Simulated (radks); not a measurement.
Xe2+, configuration [Kr] 4d10 5s2 5p4 (the NIST ground configuration). Method: Dirac Kohn-Sham, LDA (Slater exchange, Perdew-Wang correlation), spin-unpolarised, spherical densities, finite nucleus; open shells fill j = l - 1/2 first; Fermi nuclear charge, rms radius 4.7859 fm; computed with a radial shooting solver on a logarithmic mesh with Libxc functionals.

Unscreened Slater integrals over Kohn-Sham orbitals (eV). Large and small components are both included.

| integral | value |
|---|---|
| F0(5p3/2,5p3/2) | 11.584 |
| F2(5p3/2,5p3/2) | 6.2572 |
| F0(5p3/2,5p1/2) | 11.805 |
| G2(5p3/2,5p1/2) | 6.3443 |
| F0(5p3/2,5s1/2) | 12.489 |
| G1(5p3/2,5s1/2) | 8.2222 |
| F0(5p3/2,4d5/2) | 14.487 |
| F2(5p3/2,4d5/2) | 4.0526 |
| G1(5p3/2,4d5/2) | 1.2258 |
| G3(5p3/2,4d5/2) | 1.1586 |
| F0(5p1/2,5p1/2) | 12.044 |
| F0(5p1/2,5s1/2) | 12.787 |
| G1(5p1/2,5s1/2) | 8.6711 |
| F0(5p1/2,4d5/2) | 14.998 |
| G3(5p1/2,4d5/2) | 1.3091 |
| F0(5s1/2,5s1/2) | 13.728 |
| F0(5s1/2,4d5/2) | 16.754 |
| G2(5s1/2,4d5/2) | 2.0550 |
| F0(4d5/2,4d5/2) | 27.893 |
| F2(4d5/2,4d5/2) | 14.121 |
| F4(4d5/2,4d5/2) | 9.3838 |
